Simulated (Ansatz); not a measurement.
Consider the isomerisation: `CB1[SiH2]S1` → `C[SiH]1BS1`.

Program: Ansatz. Geometries: PBE0-D4/def2-TZVP. ΔE: electronic, gas phase. CBS: MP2 limit from def2 TZ/QZ plus the TZ coupled-cluster correction, frozen cores. DFT in def2-TZVPP. B3LYP here is the variant with VWN-RPA as its local correlation; programs differ in this.

| level | ΔE (kJ/mol) | difference from CCSD(T)/CBS |
| --- | --- | --- |
| LDA (SPW92) | 12.4 | 7.7 |
| PBE-D4 | 9.7 | 5.0 |
| r2SCAN-D4 | 8.1 | 3.4 |
| B3LYP-D4 | 8.3 | 3.6 |
| r2SCANh-D4 | 7.8 | 3.1 |
| r2SCAN0-D4 | 7.6 | 2.9 |
| ωB97X-V | 6.1 | 1.4 |
| PBE-QIDH | 7.0 | 2.3 |
| r2SCAN | 8.1 | 3.4 |
| BHLYP | 7.7 | 3.0 |
| CCSD(T)/def2-SVP | 15.8 | 11.1 |
| HF/def2-TZVPP | 7.0 | 2.3 |
| MP2/def2-TZVPP | 5.7 | 1.0 |
| CCSD(T)/def2-TZVPP | 6.2 | 1.5 |
| MP2/def2-QZVPP | 4.7 | 0.0 |
| MP2/CBS(def2) | 4.2 | -0.5 |
| CCSD(T)/CBS | 4.7 | 0 |

Largest T1 diagnostic among the species: 0.015.

Leaving LDA and LC-ωPBE aside and taking each functional with its dispersion term where it has one, the values, not all of them listed here, spread over 5.9 kJ/mol, from ωB97M-V to B97M-V. At CCSD(T), def2-SVP lies +11.1 kJ/mol from the extrapolated value and def2-TZVPP +1.5 kJ/mol.
